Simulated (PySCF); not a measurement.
# How the method changes the shape and vibrations of FH3O2Si

All numbers below are calculated, not measured. The program is PySCF 2.14.0, an open-source quantum chemistry code, run on an isolated molecule that a program drew, which may never have been made. The molecule is FH3O2Si (charge 0, singlet), drawn as the SMILES string `O[SiH](O)F`.

The geometry was optimised and harmonic frequencies were computed with HF and MP2, all in the cc-pV(D+d)Z basis, for the commonest isotopes, with a restricted reference for singlets and an unrestricted one otherwise, and a frozen core in MP2. Each result is a local minimum of its method.

Geometry at the HF minimum:
```xyz
7
FH3O2Si, angstrom
O    -2.7465   -1.9901    0.0518
Si   -2.1786   -1.7507    1.5586
O    -0.6051   -2.1238    1.6022
F    -2.4153   -0.1976    1.9056
H    -3.5324   -1.5463   -0.2302
H    -2.8598   -2.5249    2.5874
H    -0.0359   -1.8489    0.8984
```

Lengths of the bonds as drawn, in Å (atoms numbered as above):
| bond | HF | MP2 |
|---|---|---|
| O1-Si2 | 1.628 | 1.651 |
| Si2-O3 | 1.618 | 1.640 |
| Si2-F4 | 1.609 | 1.629 |
| O1-H5 | 0.946 | 0.966 |
| Si2-H6 | 1.457 | 1.462 |
| O3-H7 | 0.946 | 0.966 |

Rotational constants, in GHz:
| constant | HF | MP2 |
|---|---|---|
| A | 7.187 | 7.044 |
| B | 6.714 | 6.52 |
| C | 4.023 | 3.905 |

Harmonic frequencies in cm^-1, each column in rising order, so a row needn't be the same motion in every method:
```
rank,HF,MP2
1,198,196
2,216,221
3,329,313
4,372,363
5,419,395
6,808,774
7,837,818
8,870,834
9,901,861
10,952,924
11,985,952
12,1043,1008
13,2437,?
14,4171,3898
15,4177,3903
```

**Estimate the missing MP2 frequency from the HF column.**

A single factor s that minimises the squared misfit of MP2 against s times HF over the other rows is sum(HF x MP2) / sum(HF^2) = 0.9392, with an rms misfit of 20 cm^-1. For rank 13 it gives 0.9392 x 2437 = 2289 cm^-1. The calculation gives 2382 cm^-1, 93 cm^-1 above the estimate. The drawn bonds are on average 1.4 % longer in MP2 than in HF.
